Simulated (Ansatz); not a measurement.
Ansatz (a program for electronic structure) input:

Ansatz 0.2 input:
```yaml
crystal:
  periodic: [false, false, false]
  atoms:
    - {symbol: C, position_ang: [2.02729628, -0.84306265, 0.07359604]}
    - {symbol: C, position_ang: [0.61753875, -0.41031546, 0.47633753]}
    - {symbol: C, position_ang: [-0.48435974, -1.04647323, -0.30991352]}
    - {symbol: C, position_ang: [-1.54932315, -0.06787126, -0.67663895]}
    - {symbol: C, position_ang: [-1.18625632, 1.18701643, 0.14456864]}
    - {symbol: C, position_ang: [0.33706373, 1.09687123, 0.29822087]}
    - {symbol: H, position_ang: [2.21527425, -0.60953064, -0.97680827]}
    - {symbol: H, position_ang: [2.78116835, -0.33152337, 0.67658582]}
    - {symbol: H, position_ang: [2.16398811, -1.91789535, 0.20867591]}
    - {symbol: H, position_ang: [0.49099782, -0.65702357, 1.54465438]}
    - {symbol: H, position_ang: [-0.50662733, -2.09662746, -0.56823645]}
    - {symbol: H, position_ang: [-1.52610016, 0.16011911, -1.75341206]}
    - {symbol: H, position_ang: [-2.56221883, -0.43099802, -0.47375995]}
    - {symbol: H, position_ang: [-1.51544779, 2.11466981, -0.32465132]}
    - {symbol: H, position_ang: [-1.66042754, 1.13051058, 1.12798245]}
    - {symbol: H, position_ang: [0.82389397, 1.44206698, -0.61958538]}
    - {symbol: H, position_ang: [0.72374164, 1.69924144, 1.12153118]}
basis:
  gaussian:
    orbitals: aug-cc-pVDZ
magnetization: {spin_polarized: true, initial_magnetization: 1}
correlation: {method: ccsd_t, electrons: outside_noble_gas}
output: {forces: true}
```

Problem. Which total energy does the run end on?

Solution. -234.56133 Eh (CCSD(T)/aug-cc-pVDZ). The basis has 237 functions.

It need not be the lowest isomer of its formula.
